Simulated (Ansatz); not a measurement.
Mulliken charges of C₂H₄BN (`CBC#N`) from ωB97M-V/def2-TZVPP in Ansatz (PBE0-D4/def2-TZVP geometry).

| atom | x (Å) | y (Å) | z (Å) | charge (e) |
| --- | --- | --- | --- | --- |
| C1 | -0.712 | 0.691 | -0.242 | -0.327 |
| B2 | -0.018 | -0.507 | 0.448 | -0.023 |
| C3 | 1.413 | -0.893 | 0.040 | -0.124 |
| N4 | 2.486 | -1.185 | -0.265 | -0.018 |
| H5 | -0.734 | 0.527 | -1.327 | 0.134 |
| H6 | -1.723 | 0.893 | 0.109 | 0.122 |
| H7 | -0.100 | 1.593 | -0.117 | 0.134 |
| H8 | -0.521 | -1.175 | 1.298 | 0.103 |

Question: By hand: the dipole of these point charges (1 e Å = 4.8032 D).

Answer: Σ q r = (-0.362, 0.190, 0.022) e Å, of length 0.409 e Å = 1.96 D.

Question: How does the dipole of the full density compare? (Best estimate.)

Answer: Computed: (-0.639, 0.295, 0.075) e Å, 3.40 D; the point charges give 0.58 times that, at 4° from its direction.

Point charges leave out the atoms' own dipoles, such as those of lone pairs, and Mulliken's split depends on the basis, so the two needn't agree.
